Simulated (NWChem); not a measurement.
System: C2H5BF2O; SMILES C(B(CF)F)O

```xyz
11

O     -0.7594    -2.2562    -0.0623
C     -0.8989    -0.8442     0.0497
B      0.4289    -0.0157    -0.0028
F      1.6005    -0.6679     0.0047
C      0.4687     1.5596    -0.0248
F     -0.8264     2.0884    -0.0026
H      0.1528    -2.4864     0.1694
H     -1.4310    -0.5676     0.9819
H     -1.5703    -0.4966    -0.7501
H      1.0265     1.9585     0.8367
H      0.9857     1.9316    -0.9230
```
Atoms are numbered in this order, from 1.

Level: B3LYP/6-31G* (spherical d) (NWChem), optimised geometry, unscaled harmonic frequencies. B3LYP is NWChem's, with the RPA form of VWN correlation.

| frequency (cm⁻¹) | IR intensity (km/mol) |
|---|---|
| 73 | 30.3 |
| 101 | 2.7 |
| 134 | 2.7 |
| 170 | 73.2 |
| 236 | 13.3 |
| 343 | 8.2 |
| 418 | 2.1 |
| 529 | 10.7 |
| 656 | 1.4 |
| 722 | 8.0 |
| 951 | 18.3 |
| 1050 | 151.1 |
| 1073 | 58.0 |
| 1149 | 13.7 |
| 1220 | 23.8 |
| 1242 | 5.2 |
| 1276 | 83.1 |
| 1324 | 132.8 |
| 1417 | 60.6 |
| 1436 | 25.6 |
| 1488 | 27.3 |
| 1493 | 2.0 |
| 2943 | 36.6 |
| 3013 | 20.2 |
| 3037 | 15.9 |
| 3046 | 24.6 |
| 3750 | 19.5 |

| Property | Result |
|---|---|
| zero-point energy | 49.0 kcal/mol |
| thermal correction to the enthalpy at 298.15 K (with zero-point energy) | 54.3 kcal/mol |
| heat capacity Cv | 23.7 cal/(mol K) |
| entropy at 298.15 K and 1 atm (symmetry number 1) | 85.2 cal/(mol K) |
| dipole moment | 2.15 D |

Rigid rotor and harmonic oscillator; modes under 100 cm⁻¹ make the entropy uncertain.
